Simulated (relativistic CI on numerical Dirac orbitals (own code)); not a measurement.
# One change at a time: Au⁴⁶⁺

Base calculation: Dirac-Coulomb-Breit CI, separate exchange-only KLI orbitals for each configuration, model QED (radiative potential, 1s self-energy scaled to tabulated hydrogen-like ionisation energies), unscaled Slater integrals.

Configurations in the expansion (outside the closed core [Ar] 3d10): 4s²4p³, 4s4p⁴, 4s²4p²4d, 4p⁵, 4s4p³4d, 4s²4p²4f, 4s4p³4f, 4p⁴4d, 4s4p²4d², 4s²4p4d4f, 4p⁴4f, 4s²4p4d², 4s²4d³, 4s4p4d³, 4s²4d²4f, 4s4p4d²4f, 4p³4d², 4p²4d³, 4p²4d²4f. Double excitations out of closed p, d and f shells are left out; levels of such configurations are missing from the list, as are those of other unlisted configurations, and high levels can miss mixing partners.

Variants: (1) P86 correlation estimate; (2) QED terms removed. Shifts of the energy above 4s²4p³ ²P°3/2, in eV, for the lowest level and the first level of each name with at least 55 % of one term (blank where a level changes its place among those of its configuration and J or its character, or is not in the variant):

```tsv
Level	Base	Δ(1)	Δ(2)
4s²4p³ ²P°3/2	0.000	0.000	0.000
4s²4p³ ²D°5/2	134.372	+0.002	-0.114
4s²4p³ ²P°1/2	142.295	+0.001	-0.113
4s4p⁴ ⁴P5/2	240.662	+0.085	+1.435
4s4p⁴ ²S1/2	256.789	+0.081	+1.475
4s²4p²4d ⁴D1/2	299.748	+0.186	+0.221
4s²4p²4d ²G9/2	334.431	+0.187	+0.142
4s²4p²4d ²F7/2	350.006	+0.189	+0.146
4s4p⁴ ⁴P3/2	376.895	+0.091	+1.273
4s4p⁴ ²D5/2	385.933	+0.090	+1.294
4s²4p²4d ⁴F9/2	465.863	+0.189	+0.037
```

At this charge energies of transitions that change n are usually good to better than 1 %, and those within a shell (Δn = 0) to a few per cent.

Ionisation energy from the two ground configurations alone: base 2442.94 eV; P86 correlation estimate 2444.61 eV. The NIST ASD value (theoretical) is 2443 eV.

LS names give the leading component of a level, which can be under half, so a name can repeat, a term be missing and a line seem to break the LS rules.
